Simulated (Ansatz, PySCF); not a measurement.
Gas-phase reaction in SMILES: OB(O)F [fluoroboronic acid] + 3 [H][H] (H2) → B (BH3) + F (HF) + 2 O (H2O)
Each molecule is optimised on its own at B3LYP-D3(BJ)/def2-TZVP (Ansatz, a program for electronic structure), one conformer each, not searched for the lowest. Frequencies are from Ansatz or PySCF.

Wanted: energy of full hydrogenation (enthalpy at 298 K, with B3LYP-D3(BJ) rigid-rotor harmonic-oscillator terms), in kJ/mol. Correlated levels leave the core frozen unless marked. No spin-orbit coupling. No relativistic terms. CBS marks a two-point X^-3 extrapolation of the correlation energy; Hartree-Fock from the larger set.

```tsv
level	program	energy of full hydrogenation (kJ/mol)
HF/6-31G	Ansatz	381.3
HF/def2-TZVPD	PySCF	380.9
PBE0-D4/def2-TZVP	Ansatz + dftd4	410.9
HSE06-D3(BJ)/def2-TZVPD	Ansatz + dftd3	388.9
PBE-QIDH/def2-TZVPD	Ansatz	396.5
SCS-MP2/cc-pVTZ	Ansatz	411.2
CCSD(T)/CBS(cc-pVTZ,cc-pVQZ)	Ansatz	397.0
```
